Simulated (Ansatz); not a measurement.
Ansatz (a first-principles code) input (B3LYP-D3(BJ)/def2-TZVP):

Ansatz 0.2 input:
```yaml
crystal:
  periodic: [false, false, false]
  atoms:
    - {symbol: B, position_ang: [-0.33833209, 0.23726143, 0.02691567]}
    - {symbol: F, position_ang: [-0.28804547, 1.66564373, -0.01490364]}
    - {symbol: O, position_ang: [-1.38577688, -0.44877867, 0.14511432]}
    - {symbol: O, position_ang: [1.02771320, -0.22563852, -0.09168492]}
    - {symbol: H, position_ang: [0.99527865, -1.17975685, -0.06159546]}
basis:
  gaussian:
    orbitals: def2-TZVP
hamiltonian:
  xc: b3lyp
  dispersion: d3bj
total_charge: -1
relax: {f_tol: 0.002, max_steps: 150}
```

Output:

```
Functional definition: B3LYP
integrals: 0.03 GiB planned
671 factors; their error is unknown
mean field: 0.39 GiB planned
mean field evaluation 1: about -7508.2917 eV, gradient 4.8e1 eV
mean field evaluation 2: about -7493.9010 eV, gradient 1.0e2 eV
mean field evaluation 4: about -7512.2023 eV, gradient 5.3e0 eV
mean field evaluation 8: about -7512.2622 eV, gradient 2.4e-1 eV
mean field -7512.26224851 eV, -276.0705456385 hartree, gradient 3.7e-5 eV, S^2 0.000000; 0 other end points of the search recorded, 0 dependent functions left out
the calculation of the forces begins
reference -7512.26246322 eV, -276.0705535289 hartree; 16, 16 occupied and 114, 114 virtual orbitals, 671 factors
relax step   1: F+E_penalty+E_count = -7512.35240992 eV  Δ(F+E_penalty+E_count) = +0.000e0 eV  max|allowed force component| = 1.262e0 eV/Å  Δτ_max = 0.0000 Å  (26 SCF iters, accepted)
these checks for a lower state are left out or cut short: starts, cluster_reference, orbital_swaps, neighbouring_geometries, increment
integrals: 0.03 GiB planned
671 factors; their error is unknown
mean field: 0.39 GiB planned
mean field evaluation 16: about -7512.2594 eV, gradient 1.5e0 eV
mean field -7512.28159480 eV, -276.0712566017 hartree, gradient 1.7e-5 eV, S^2 0.000000; 0 other end points of the search recorded, 0 dependent functions left out
the calculation of the forces begins
reference -7512.28180958 eV, -276.0712644947 hartree; 16, 16 occupied and 114, 114 virtual orbitals, 671 factors
relax step   2: F+E_penalty+E_count = -7512.37178769 eV  Δ(F+E_penalty+E_count) = -1.938e-2 eV  max|allowed force component| = 5.605e-1 eV/Å  Δτ_max = 0.0102 Å  (32 SCF iters, accepted)
these checks for a lower state are left out or cut short: starts, cluster_reference, orbital_swaps, neighbouring_geometries, increment
integrals: 0.03 GiB planned
671 factors; their error is unknown
mean field: 0.39 GiB planned
mean field -7512.28715259 eV, -276.0714608467 hartree, gradient 1.7e-5 eV, S^2 0.000000; 0 other end points of the search recorded, 0 dependent functions left out
the calculation of the forces begins
reference -7512.28736764 eV, -276.0714687493 hartree; 16, 16 occupied and 114, 114 virtual orbitals, 671 factors
relax step   3: F+E_penalty+E_count = -7512.37748753 eV  Δ(F+E_penalty+E_count) = -5.700e-3 eV  max|allowed force component| = 1.679e-1 eV/Å  Δτ_max = 0.0175 Å  (31 SCF iters, accepted)
these checks for a lower state are left out or cut short: starts, cluster_reference, orbital_swaps, neighbouring_geometries, increment
integrals: 0.03 GiB planned
671 factors; their error is unknown
mean field: 0.39 GiB planned
mean field evaluation 32: about -7512.2871 eV, gradient 2.4e-1 eV
mean field -7512.28716205 eV, -276.0714611943 hartree, gradient 1.8e-5 eV, S^2 0.000000; 0 other end points of the search recorded, 0 dependent functions left out
the calculation of the forces begins
reference -7512.28737713 eV, -276.0714690984 hartree; 16, 16 occupied and 114, 114 virtual orbitals, 671 factors
relax step   4: F+E_penalty+E_count = -7512.37749215 eV  Δ(F+E_penalty+E_count) = -4.615e-6 eV  max|allowed force component| = 1.714e-1 eV/Å  Δτ_max = 0.0013 Å  (33 SCF iters, accepted)
these checks for a lower state are left out or cut short: starts, cluster_reference, orbital_swaps, neighbouring_geometries, increment
integrals: 0.03 GiB planned
671 factors; their error is unknown
mean field: 0.39 GiB planned
mean field -7512.27467883 eV, -276.0710024444 hartree, gradient 1.6e-5 eV, S^2 0.000000; 0 other end points of the search recorded, 0 dependent functions left out
the calculation of the forces begins
reference -7512.27489428 eV, -276.0710103618 hartree; 16, 16 occupied and 114, 114 virtual orbitals, 671 factors
relax step   5: F+E_penalty+E_count = -7512.36514329 eV  Δ(F+E_penalty+E_count) = +1.235e-2 eV  max|allowed force component| = 5.646e-1 eV/Å  Δτ_max = 0.0405 Å  (31 SCF iters, rejected (line search))
these checks for a lower state are left out or cut short: starts, cluster_reference, orbital_swaps, neighbouring_geometries, increment
integrals: 0.03 GiB planned
671 factors; their error is unknown
mean field: 0.39 GiB planned
mean field -7512.28877029 eV, -276.0715202960 hartree, gradient 1.8e-5 eV, S^2 0.000000; 0 other end points of the search recorded, 0 dependent functions left out
the calculation of the forces begins
reference -7512.28898535 eV, -276.0715281994 hartree; 16, 16 occupied and 114, 114 virtual orbitals, 671 factors
relax step   6: F+E_penalty+E_count = -7512.37916900 eV  Δ(F+E_penalty+E_count) = -1.677e-3 eV  max|allowed force component| = 9.076e-3 eV/Å  Δτ_max = 0.0128 Å  (31 SCF iters, accepted)
these checks for a lower state are left out or cut short: starts, cluster_reference, orbital_swaps, neighbouring_geometries, increment
integrals: 0.03 GiB planned
671 factors; their error is unknown
mean field: 0.39 GiB planned
mean field -7512.28877848 eV, -276.0715205969 hartree, gradient 1.8e-5 eV, S^2 0.000000; 0 other end points of the search recorded, 0 dependent functions left out
the calculation of the forces begins
reference -7512.28899354 eV, -276.0715285003 hartree; 16, 16 occupied and 114, 114 virtual orbitals, 671 factors
relax step   7: F+E_penalty+E_count = -7512.37918547 eV  Δ(F+E_penalty+E_count) = -1.648e-5 eV  max|allowed force component| = 2.415e-3 eV/Å  Δτ_max = 0.0021 Å  (33 SCF iters, accepted)
these checks for a lower state are left out or cut short: starts, cluster_reference, orbital_swaps, neighbouring_geometries, increment
integrals: 0.03 GiB planned
671 factors; their error is unknown
mean field: 0.39 GiB planned
mean field evaluation 64: about -7512.2888 eV, gradient 1.8e-5 eV
mean field -7512.28877894 eV, -276.0715206139 hartree, gradient 1.8e-5 eV, S^2 0.000000; 0 other end points of the search recorded, 0 dependent functions left out
the calculation of the forces begins
reference -7512.28899401 eV, -276.0715285174 hartree; 16, 16 occupied and 114, 114 virtual orbitals, 671 factors
relax step   8: F+E_penalty+E_count = -7512.37918562 eV  Δ(F+E_penalty+E_count) = -1.503e-7 eV  max|allowed force component| = 3.825e-4 eV/Å  Δτ_max = 0.0001 Å  (33 SCF iters, accepted)
integrals: 0.03 GiB planned
671 factors; their error is unknown
mean field: 0.39 GiB planned
mean field -7512.28877894 eV, -276.0715206139 hartree, gradient 1.8e-5 eV, S^2 0.000000; 1 other end points of the search recorded, 0 dependent functions left out
the calculation of the forces begins
reference -7512.28899401 eV, -276.0715285174 hartree; 16, 16 occupied and 114, 114 virtual orbitals, 671 factors
Total energy: -7512.37940069 eV, -276.0748509016 hartree
Atom 0 at    -0.320418     0.251357     0.025138 Å, force    -0.000249     0.000158     0.000016 eV/Å
Atom 1 at    -0.286337     1.657603    -0.015385 Å, force    -0.000102    -0.000316     0.000011 eV/Å
Atom 2 at    -1.372693    -0.471932     0.144699 Å, force     0.000024     0.000203    -0.000002 eV/Å
Atom 3 at     1.035521    -0.215418    -0.091852 Å, force     0.000383     0.000299    -0.000024 eV/Å
Atom 4 at     0.954764    -1.172878    -0.058753 Å, force    -0.000056    -0.000345    -0.000002 eV/Å
Dipole moment:     0.513114    -0.007183    -0.048757 e Å
```

It need not be the lowest isomer of its formula. Whether it binds its extra electron was not tested at this geometry.
